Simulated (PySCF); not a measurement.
Bonds: C1-C2, C2-C3, C3-C4, C4-N5, C3-O6, O6-Si7, Si7-O8, O8-C9. C1 carries H10, H11, H12; C2 carries H13; C4 carries H14; N5 carries H15; Si7 carries H16, H17; C9 carries H18, H19, H20.

No solvent, one conformer, non-relativistic, fast rotation and ring inversion assumed for equivalent nuclei. Shieldings: GIAO PBE0/pcSseg-1; GFN2-xTB geometry; PySCF 2.14.0 with density-fitted response routines.

δ = σ(ref) − σ, references computed at the same level: TMS for 13C.

Task: Do the 13C shifts follow the atomic charges (in e)? Tabulate both.

Result: 
| atoms | hybridisation | δ (ppm) | σ para (ppm) | Hirshfeld | IAO | Mulliken | ESP-fitted |
| --- | --- | --- | --- | --- | --- | --- | --- |
| C4 | – | 166.8 | -231 | +0.02 | +0.01 | +0.07 | +0.45 |
| C3 | – | 155.6 | -220 | +0.06 | +0.15 | +0.25 | -0.20 |
| C2 | – | 126.4 | -199 | -0.05 | -0.17 | -0.28 | -0.06 |
| C9 | – | 49.9 | -102 | -0.03 | -0.20 | -0.00 | -0.20 |
| C1 | – | 14.5 | -76 | -0.12 | -0.43 | -0.20 | -0.23 |

Correlation coefficients of δ with charge over these carbons: Hirshfeld +0.83, IAO +0.90, Mulliken +0.50, ESP-fitted +0.62; with the paramagnetic shielding -1.00. With so few points these coefficients are fragile. Charge is one influence among several: hybridisation and low-lying excitations act through the paramagnetic term.

Shifts are as computed. Against solution values, carbons near 30 ppm lie about +3 ppm off and those near 130 ppm about +5 ppm. Of 1309 compounds with measured shifts, 239 miss one by over three times the rms of a fit or turn the order of signals round; such compounds aren't used in these exercises.
